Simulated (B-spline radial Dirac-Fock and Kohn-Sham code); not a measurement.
**Dipole and non-dipole photoemission parameters of La 4d5/2**

System: the La atom in the configuration 1s2 2s2 2p6 3s2 3p6 3d10 4s2 4p6 4d10 5s2 5p6 5d1 6s2; threshold 102.5 eV (tabulated edge). The computed values come from a B-spline atomic structure program: Dirac-Hartree-Slater photoionisation with a Latter tail; cross sections with all multipoles, angular parameters from the dipole term and its interference with E2.

Input of the calculation (task.json; shells as n, l, electrons):

```json
{"items": [{
  "Z": 57,
  "q": 0,
  "cfg": [[1, 0, 2], [2, 0, 2], [2, 1, 6], [3, 0, 2], [3, 1, 6], [3, 2, 10], [4, 0, 2], [4, 1, 6], [4, 2, 10], [5, 0, 2], [5, 1, 6], [5, 2, 1], [6, 0, 2]],
  "A": 139,
  "rrms": 4.855,
  "do": "xps",
  "hv": [65.1, 80, 84.4, 88.3, 108.0, 122.0, 133.0, 134.0, 136.0, 200, 300, 327.0, 390.0, 400, 600, 619.0, 1000, 1010.0, 1220.0, 1470.0, 2000, 2530.0, 3100.0, 3110.0, 3590.0, 4550.0, 4930.0, 8047.8, 8320.0, 13800.0],
  "edges": {"K": 38925.0, "L1": 6266.0, "L2": 5891.0, "L3": 5483.0, "M1": 1362.0, "M2": 1209.0, "M3": 1128.0, "M4": 853.0, "M5": 836.0, "N1": 274.7, "N2": 205.8, "N3": 196.0, "N4": 105.3, "N5": 102.5}
}]}
```

Run with: `python xray2_run.py task.json out`

For linearly polarised light dσ/dΩ = σ/(4π) [1 + β P₂(cos θ) + (δ + γ cos²θ) sin θ cos φ], with θ from the polarisation vector and φ the angle between the beam and the projection of the electron momentum on the plane normal to the polarisation.

| hν (eV) | σ (kb) | β | γ | δ |
| --- | --- | --- | --- | --- |
| 122 | 878 | 0.916 | 0.018 | -0.006 |
| 133 | 505 | 1.388 | -0.050 | 0.000 |
| 134 | 481 | 1.390 | -0.063 | 0.002 |
| 136 | 438 | 1.372 | -0.091 | 0.007 |
| 200 | 373 | -0.754 | -0.115 | 0.121 |
| 300 | 556 | 0.367 | 0.129 | 0.024 |
| 327 | 551 | 0.521 | 0.117 | 0.015 |
| 390 | 507 | 0.770 | 0.073 | 0.003 |
| 400 | 498 | 0.800 | 0.066 | 0.003 |
| 600 | ? | ? | ? | ? |
| 619 | 302 | 1.156 | -0.028 | 0.003 |
| 1000 | 128 | 1.319 | 0.007 | 0.017 |
| 1010 | 125 | 1.321 | 0.010 | 0.017 |
| 1220 | 82.7 | 1.341 | 0.069 | 0.024 |
| 1470 | 53.4 | 1.342 | 0.150 | 0.031 |
| 2000 | 24.4 | 1.310 | 0.324 | 0.047 |
| 2530 | 12.9 | 1.262 | 0.482 | 0.062 |
| 3100 | 7.17 | 1.208 | 0.631 | 0.079 |
| 3110 | 7.11 | 1.207 | 0.633 | 0.079 |
| 3590 | 4.63 | 1.164 | 0.744 | 0.093 |
| 4550 | 2.22 | 1.085 | 0.934 | 0.122 |
| 4930 | 1.71 | 1.056 | 1.000 | 0.134 |
| 8047.8 | 0.328 | 0.871 | 1.387 | 0.229 |
| 8320 | 0.292 | 0.858 | 1.412 | 0.237 |
| 13800 | 0.0459 | 0.664 | 1.761 | 0.392 |

Q: Give the values at 600 eV.

A: σ = 316 kb, β = 1.139, γ = -0.025, δ = 0.002.
